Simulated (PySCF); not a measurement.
RbCl, SMILES [Cl][Rb].

Geometry optimised at PBE0-D3(BJ)/def2-TZVPD. The def2 effective core potentials stand for the cores of Rb; spin–orbit coupling is left out.

Calculation: B3LYP/def2-TZVPD (PySCF).

Gas-phase values at a fixed geometry.

Computed frontier levels, gap, dipole moment and polarisability:
The highest occupied level comes out as -5.65 eV and the lowest empty level is -1.64 eV. The orbital gap comes out as 4.01 eV and the dipole moment comes out as 2.255 e·Å. The quadrupole, principal values (traceless, Buckingham form, about the centre of nuclear charge) comes out as -9.93, 4.96, 4.96 D·Å. The mean static polarisability comes out as 43.2 bohr³ (6.41 Å³) and the polarisability, principal values is 36.9, 36.9, 55.9 bohr³.
